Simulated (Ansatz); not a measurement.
Mulliken charges of `[O]=[Re](=[O])(=[O])[F]` from ωB97M-V/def2-TZVPP in Ansatz (PBE0-D4/def2-TZVP geometry).

| atom | x (Å) | y (Å) | z (Å) | charge (e) |
| --- | --- | --- | --- | --- |
| O1 | -0.349 | -0.151 | 1.652 | -0.374 |
| Re2 | 0.002 | -0.019 | 0.006 | 1.417 |
| O3 | -1.069 | -0.996 | -0.861 | -0.374 |
| O4 | 1.577 | -0.564 | -0.263 | -0.374 |
| F5 | -0.161 | 1.730 | -0.535 | -0.296 |

Q: By hand: the dipole of these point charges (1 e Å = 4.8032 D).

A: Σ q r = (-0.009, 0.101, -0.031) e Å, of length 0.106 e Å = 0.51 D.

Q: How does the dipole of the full density compare? (Best estimate.)

A: Computed: (-0.022, 0.232, -0.072) e Å, 1.17 D; the point charges give 0.44 times that, at 0° from its direction.

Point charges leave out the atoms' own dipoles, such as those of lone pairs, and Mulliken's split depends on the basis, so the two needn't agree.
